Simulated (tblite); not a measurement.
Species: C6H18Se3Si3.
SMILES with atom numbers: `[CH3:1][Si:2]1([CH3:3])[Se:4][Si:5]([CH3:6])([CH3:7])[Se:8][Si:9]([CH3:10])([CH3:11])[Se:12]1` (hydrogens: H13, H14, H15 on C1; H16, H17, H18 on C3; H19, H20, H21 on C6; H22, H23, H24 on C7; H25, H26, H27 on C10; H28, H29, H30 on C11)

Cartesian coordinates in Å at the GFN2-xTB level; atoms count from 1:
```
atom  x, y, z in Å
C1    -1.9071   -2.8716   -1.9872
Si2   -1.1635   -1.7411   -0.6581
C3    -2.0662   -1.8115    1.0186
Se4    1.0366   -2.4396   -0.3575
Si5    2.1164   -0.4945    0.3257
C6     2.6084    0.5134   -1.2145
C7     3.5887   -1.0503    1.3843
Se8    0.7949    0.8218    1.7276
Si9   -0.7561    1.7815    0.2744
C10   -0.0338    3.3708   -0.4842
C11   -2.3071    2.1112    1.3278
Se12  -1.3124    0.4174   -1.5336
H13   -2.9830   -2.7462   -2.0390
H14   -1.4924   -2.6387   -2.9630
H15   -1.6872   -3.9099   -1.7633
H16   -1.5265   -1.2457    1.7737
H17   -3.0692   -1.4048    0.9348
H18   -2.1381   -2.8385    1.3621
H19    3.0474    1.4660   -0.9351
H20    3.3335   -0.0393   -1.8031
H21    1.7447    0.7050   -1.8461
H22    4.1702   -1.7996    0.8575
H23    4.2316   -0.2083    1.6165
H24    3.2447   -1.4823    2.3188
H25    0.2993    4.0456    0.2976
H26    0.8111    3.1554   -1.1309
H27   -0.7875    3.8764   -1.0791
H28   -2.0879    2.8489    2.0931
H29   -3.1151    2.4861    0.7074
H30   -2.6488    1.2081    1.8243
```

Calculated harmonic vibrations of the isolated species, GFN2-xTB (tblite), most abundant isotopes, no scaling. Against measured fundamentals such values can be off by several per cent, at times by over 20. One conformer, not necessarily the lowest.

Harmonic wavenumbers (cm⁻¹): 36.5, 48.3, 56.0, 61.1, 66.5, 74.6, 79.1, 82.7, 89.9, 108.9, 112.6, 115.3, 117.1, 135.3, 137.5, 140.9, 146.2, 148.7, 156.2, 158.8, 161.5, 166.9, 179.1, 189.2, 259.2, 264.0, 265.9, 271.0, 370.4, 370.7, 679.9, 681.2, 682.3, 744.1, 752.9, 753.3, 788.9, 789.8, 790.8, 805.3, 810.3, 815.1, 820.6, 830.6, 832.5, 837.8, 840.8, 842.0, 1348.4, 1349.1, 1350.0, 1351.1, 1352.6, 1352.9, 1452.3, 1454.1, 1454.9, 1455.3, 1456.9, 1457.6, 1460.3, 1460.7, 1461.2, 1463.7, 1464.1, 1464.4, 3024.8, 3025.5, 3038.1, 3038.8, 3039.1, 3040.3, 3044.0, 3044.3, 3045.1, 3045.8, 3046.1, 3046.4, 3047.5, 3049.2, 3049.8, 3050.2, 3053.2, 3054.6.

A = 338.8, B = 310.6, C = 213.4 MHz; mass 413.821 u (most abundant isotopes); point group C2, symmetry number 2.

Task: Zero-point energy?

Result: ½Σν̃ = 49530 cm⁻¹ = 141.61 kcal/mol.

Task: Give the ideal-gas entropy at 200 K and 1 bar in the rigid-rotor, harmonic-oscillator model (classical rotation).

Result: Translation 41.99, rotation 31.36, vibration 68.21: S = 141.6 cal/(mol K).

Task: And Cp and H(200 K) − H(0)?

Result: Cp = 65.22 cal/(mol K), of which vibrations give 57.27 (their classical limit is 84 R = 166.9); H(200 K) − H(0) = 8.63 kcal/mol without the zero-point energy, 7.04 from vibrations.

Task: Which modes carry the vibrational entropy at 200 K?

Result: 36.5 cm⁻¹: 4.65; 48.3 cm⁻¹: 4.10; 56.0 cm⁻¹: 3.81; 61.1 cm⁻¹: 3.64; 66.5 cm⁻¹: 3.47; 74.6 cm⁻¹: 3.25 cal/(mol K); the other 78 give 45.30 together.

Task: What must be added to the electronic energy to get the Gibbs energy at 200 K and 1 bar?

Result: ZPE + [H(200 K) − H(0)] − T·S = 141.61 + 8.63 − 28.31 = 121.93 kcal/mol.

Task: How do the functions run with temperature in this model?

Result: 
| T (K) | S (cal/(mol K)) | Cp (cal/(mol K)) | H − H(0) (kcal/mol) | G − H(0) (kcal/mol) | ln q(vib) |
| --- | --- | --- | --- | --- | --- |
| 150 | 123.9 | 58.1 | 5.54 | -13.04 | 11.97 |
| 250 | 156.8 | 72.0 | 12.06 | -27.15 | 20.85 |
| 298.15 | 170.1 | 78.4 | 15.68 | -35.03 | 24.61 |
| 400 | 194.9 | 90.7 | 24.30 | -53.65 | 31.80 |
| 600 | 235.4 | 109.6 | 44.44 | -96.82 | 43.90 |
| 900 | 283.8 | 128.9 | 80.40 | -175.00 | 58.92 |

q(vib) and H(0) count from the zero-point level.

Hindered rotation and anharmonicity are outside this model. Other conformers, if any are populated, would add a mixing term that is left out. The structure is chiral; the term R ln 2 for an equal mix with its mirror image is left out.
